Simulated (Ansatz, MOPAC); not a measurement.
Species: SnOCl, charge 0, multiplicity 2. SMILES: [O]=[Sn][Cl]

Atoms: Sn1, O2, Cl3. Bonds: Sn1-O2, Sn1-Cl3.

Bond lengths (Å) and angles (degrees) optimised at PM3 with MOPAC; PM6 with MOPAC; HF/STO-3G with Ansatz (a quantum-chemistry and plane-wave program); HF/6-31G* with LANL2DZ past Ar with Ansatz; PBE/6-31G* with LANL2DZ past Ar with Ansatz; B3LYP/6-31G* with LANL2DZ past Ar with Ansatz, each started from the B3LYP-D3(BJ)/def2-TZVP structure (Ansatz) of the last column. A row stands for all coordinates that are equal there. 6-31G* holds six Cartesian d functions. No wavenumbers were computed at HF/STO-3G, PBE/6-31G* with LANL2DZ past Ar, so these may be saddle points.

| coordinate | PM3 | PM6 | HF/STO-3G | HF/6-31G* with LANL2DZ past Ar | PBE/6-31G* with LANL2DZ past Ar | B3LYP/6-31G* with LANL2DZ past Ar | B3LYP-D3(BJ)/def2-TZVP |
|---|---|---|---|---|---|---|---|
| Sn1-O2 | 1.886 | 1.648 | 1.935 | 1.939 | 1.847 | 1.901 | 1.992 |
| Sn1-Cl3 | 2.339 | 2.361 | 2.339 | 2.391 | 2.421 | 2.405 | 2.387 |
| O2-Sn1-Cl3 | 107.9 | 131.8 | 89.4 | 93.0 | 118.4 | 103.4 | 95.9 |

Mean signed difference of all 2 bond lengths from B3LYP-D3(BJ)/def2-TZVP: PM3 -0.077 Å, PM6 -0.185 Å, HF/STO-3G -0.053 Å, HF/6-31G* with LANL2DZ past Ar -0.024 Å, PBE/6-31G* with LANL2DZ past Ar -0.055 Å, B3LYP/6-31G* with LANL2DZ past Ar -0.036 Å.
